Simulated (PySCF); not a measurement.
C2H7GeN.

```xyz
11

Ge    -0.2597     0.4782    -0.0271
N     -1.9142    -0.2571     0.3038
C      1.1253    -0.8019    -0.5099
C      2.1986    -1.0248     0.2547
H     -0.4822     1.4841    -1.1728
H      0.2054     1.1822     1.2623
H     -1.9042    -1.0193     0.9772
H     -2.3978    -0.5790    -0.5308
H      1.0147    -1.3743    -1.4405
H      2.3602    -0.4825     1.1942
H      2.9707    -1.7542    -0.0175
```

The structure is a stationary point at PBE0-D3(BJ)/def2-SVP. Other conformers were not sampled.

The numbers are results of PBE/pcSseg-1 in PySCF, not measurements. Non-relativistic, no solvent.

Computed absolute GIAO shielding of each atom: isotropic value and principal components (ppm):
```csv
atom,σ(iso),σ11,σ22,σ33,span
Ge1,1326.3,1187.7,1352.9,1438.2,250.5
N2,250.3,225.6,253.9,271.4,45.7
C3,32.1,-83.3,21.3,158.3,241.6
C4,42.0,-74.2,47.3,152.8,227.0
H5,26.3,20.4,21.7,36.6,16.3
H6,26.5,20.4,22.5,36.6,16.2
H7,31.6,24.1,27.9,42.8,18.8
H8,31.3,23.7,27.2,43.0,19.3
H9,24.7,22.0,24.5,27.6,5.6
H10,25.2,21.5,24.4,29.7,8.1
H11,25.0,22.1,24.2,28.6,6.5
```
